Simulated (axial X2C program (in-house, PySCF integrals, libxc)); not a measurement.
Bond lengths and stretching modes, held linear, of ZrOH⁻

Calculated with an in-house all-electron X2C program for linear molecules (integrals from PySCF): two-component X2C with atomic mean-field Coulomb and Gaunt terms, Gaussian nuclei, basis Zr dyall-v3z, O dyall-av3z, H dyall-v3z with contracted cores. Spin-free rows use the one-electron spin-free X2C Hamiltonian.

Masses Zr 89.905, O 15.995, H 1.008 u. States: 2c Ω = 1 (beyond evenly filled blocks: ω = -3/2, ω = 5/2); spin-free M_S = 1, Λ = 0 (beyond evenly filled blocks: δ+α, δ-α).

MP2, 2c: energies above the lowest point

```
r(Zr–O) (Å)  r(O–H) (Å)  E (meV)
     1.9168      0.9331    27.36
     1.9168      0.9570    14.16
     1.9168      0.9809    31.48
     1.9660      0.9331    13.09
     1.9660      0.9570     0.00
     1.9660      0.9809    17.65
     1.9660      1.0049    61.63
     2.0151      0.9331    43.30
     2.0151      0.9570    30.12
     2.0151      0.9809    48.07
     2.0643      0.9570    94.53
     2.0643      1.0049   156.56
```

**Question.** Fit a quadratic surface with cubic terms in each bond: where is the minimum, and what are the two stretching wavenumbers?

**Answer.** At MP2, 2c: bonds 1.955 and 0.955 Å; harmonic stretches 605.2 and 3961.6 cm⁻¹; force constants 3.09, 8.76 and coupling 0.02 mdyn/Å.

The other levels and Hamiltonians give:

| Hamiltonian | level | r(Zr–O) (Å) | r(O–H) (Å) | lower stretch (cm⁻¹) | upper stretch (cm⁻¹) |
| --- | --- | --- | --- | --- | --- |
| 2c | PBE0 | 1.935 | 0.950 | 619.3 | 4010.9 |
| 2c | HF | 1.980 | 0.931 | 594.8 | 4258.2 |
| 2c | PBE | 1.936 | 0.962 | 613.2 | 3840.2 |
| spin-free | PBE0 | 1.935 | 0.950 | 619.3 | 4009.9 |
| spin-free | HF | 1.985 | 0.931 | 592.3 | 4256.8 |
| spin-free | PBE | 1.937 | 0.962 | 613.2 | 3838.6 |
| spin-free | MP2 | 1.953 | 0.955 | 611.8 | 3960.9 |

Each state is one determinant, the lowest of a limited PBE0 search; the stretches come from a fit to these few points and carry an uncertainty of a few per cent. Other orders of the atoms were not compared. MP2 freezes inner shells (threshold -2 hartree). For an anion the highest level of a functional can be positive, and the basis then holds the extra electron. The molecule was held linear; bending was not examined, so a bent shape may lie lower. Open-shell Ω = 0 determinants with evenly filled partner blocks cannot be reached by this program, so the Ω shown need not be the lowest component. Note: several unpaired electrons, one determinant need not be a pure state.
